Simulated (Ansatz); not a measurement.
Isolated molecules relaxed with PBE0-D4/def2-TZVP in Ansatz; ΔE leaves out vibrations. CBS: MP2 limit from def2 TZ/QZ plus the TZ coupled-cluster correction, frozen cores. Functionals use def2-TZVPP. B3LYP here is the variant with VWN-RPA as its local correlation; programs differ in this. For Mg outer-core shells are correlated without core-valence functions, which leaves a few kJ/mol of doubt a bond. One conformer a species, not always the lowest.

Reaction (cleavage of the Si–Si bond): `C=C[SiH]([SiH3])[SiH3]` + `C[O][Mg][OH]` → `C[O][Mg][O][SiH3]` + `C=C[SiH2][SiH3]`

Is it downhill or uphill in electronic energy at CCSD(T)/CBS, and by how much? (An estimate is asked.)

Computed: Downhill: ΔE = -117.4 kJ/mol.

What do these levels give: PBE-D4, r2SCAN-D4, B2PLYP, PBE, PBE0, B3LYP, MP2/def2-TZVPP, CCSD(T)/def2-TZVPP, MP2/def2-QZVPP, SCS-MP2/def2-QZVPP, HF/CBS(def2), MP2/CBS(def2)? (Estimate.)

Ansatz gave: PBE-D4 -87.3, r2SCAN-D4 -108.2, B2PLYP -121.6, PBE -92.2, PBE0 -100.9, B3LYP -119.4, MP2/def2-TZVPP -120.6, CCSD(T)/def2-TZVPP -117.3, MP2/def2-QZVPP -121.7, SCS-MP2/def2-QZVPP -128.9, HF/CBS(def2) -151.7, MP2/CBS(def2) -120.8 kJ/mol.

Largest T1 diagnostic among the species: 0.013.

In def2-TZVPP, CCSD(T) changes the Hartree–Fock value by +31.1 kJ/mol (the triples alone add +4.5 kJ/mol) and MP2 by +27.8 kJ/mol. From PBE to PBE0 (25 % exact exchange), in def2-TZVPP and without D4, ΔE moves by −8.7 kJ/mol.
